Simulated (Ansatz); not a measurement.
Diphenyliodonium dicyanamide (C₁₄H₁₀IN₃). Total charge 0; singlet. Geometry PBE-D4/def2-SVP.

```tsv
atom	x (Å)	y (Å)	z (Å)
N1	-0.647	-1.601	1.620
C2	0.361	-1.001	1.403
N3	1.490	-0.377	1.219
C4	1.763	0.492	0.290
N5	2.067	1.297	-0.537
C6	1.484	-3.223	-2.293
C7	0.285	-3.408	-1.587
C8	-0.545	-2.314	-1.295
C9	-0.117	-1.060	-1.743
I10	-1.450	0.613	-1.481
C11	-1.226	1.577	0.432
C12	-1.990	1.091	1.499
C13	-1.926	1.810	2.704
C14	-1.120	2.955	2.808
C15	-0.355	3.393	1.715
C16	-0.393	2.699	0.494
C17	1.079	-0.824	-2.430
C18	1.882	-1.942	-2.708
H19	2.129	-4.089	-2.507
H20	-0.009	-4.408	-1.234
H21	-1.450	-2.438	-0.687
H22	-2.564	0.159	1.428
H23	-2.499	1.448	3.571
H24	-1.072	3.503	3.761
H25	0.303	4.270	1.807
H26	0.263	2.980	-0.341
H27	1.416	0.193	-2.674
H28	2.837	-1.795	-3.232
```

In the def2 sets I takes a core potential, while STO-3G treats all electrons; there is no spin–orbit coupling. Single mean-field runs in def2-TZVP are fitted with def2-universal-jkfit. The restricted singlet is unstable towards broken spin symmetry in Hartree–Fock (as tested in another run); at HF/STO-3G, PBE-D4/def2-TZVP, r2SCAN-D4/def2-TZVP, PBE0-D4/def2-SVP and others this wasn't settled. In the singlet geometry the species has come apart into loosely held pieces.

(1) Estimate the orbital energies around the gap (eV) in Ansatz with HF/STO-3G, PBE-D4/def2-TZVP, r2SCAN-D4/def2-TZVP, PBE0-D4/def2-SVP, ωB97X-V/def2-TZVP.

## Answers

(1) 
| orbital | HF/STO-3G | PBE-D4/def2-TZVP | r2SCAN-D4/def2-TZVP | PBE0-D4/def2-SVP | ωB97X-V/def2-TZVP |
| --- | --- | --- | --- | --- | --- |
| HOMO−13 | -11.93 | -9.04 | -9.39 | -10.47 | -13.06 |
| HOMO−12 | -11.65 | -8.92 | -9.25 | -10.35 | -12.66 |
| HOMO−11 | -11.61 | -8.91 | -9.23 | -10.31 | -12.63 |
| HOMO−10 | -10.77 | -8.08 | -8.41 | -9.41 | -12.11 |
| HOMO−9 | -10.34 | -7.75 | -8.24 | -9.11 | -11.93 |
| HOMO−8 | -9.98 | -7.58 | -8.05 | -8.95 | -11.82 |
| HOMO−7 | -9.16 | -7.52 | -7.77 | -8.68 | -11.34 |
| HOMO−6 | -8.91 | -7.28 | -7.51 | -8.39 | -10.97 |
| HOMO−5 | -8.83 | -7.14 | -7.35 | -8.20 | -10.36 |
| HOMO−4 | -8.79 | -7.11 | -7.31 | -8.15 | -10.32 |
| HOMO−3 | -8.09 | -6.66 | -6.88 | -7.70 | -9.97 |
| HOMO−2 | -8.07 | -6.55 | -6.76 | -7.56 | -9.80 |
| HOMO−1 | -4.75 | -5.27 | -5.50 | -6.12 | -8.64 |
| HOMO | -3.79 | -4.65 | -4.84 | -5.44 | -7.85 |
| LUMO | 4.83 | -3.49 | -3.38 | -2.65 | -0.63 |
| LUMO+1 | 4.89 | -3.08 | -2.97 | -2.27 | -0.31 |
| LUMO+2 | 6.13 | -2.02 | -1.86 | -1.05 | 0.89 |
| LUMO+3 | 6.20 | -1.87 | -1.70 | -0.85 | 1.14 |
| LUMO+4 | 6.21 | -1.86 | -1.70 | -0.84 | 1.14 |
| LUMO+5 | 6.83 | -1.56 | -1.36 | -0.52 | 1.49 |
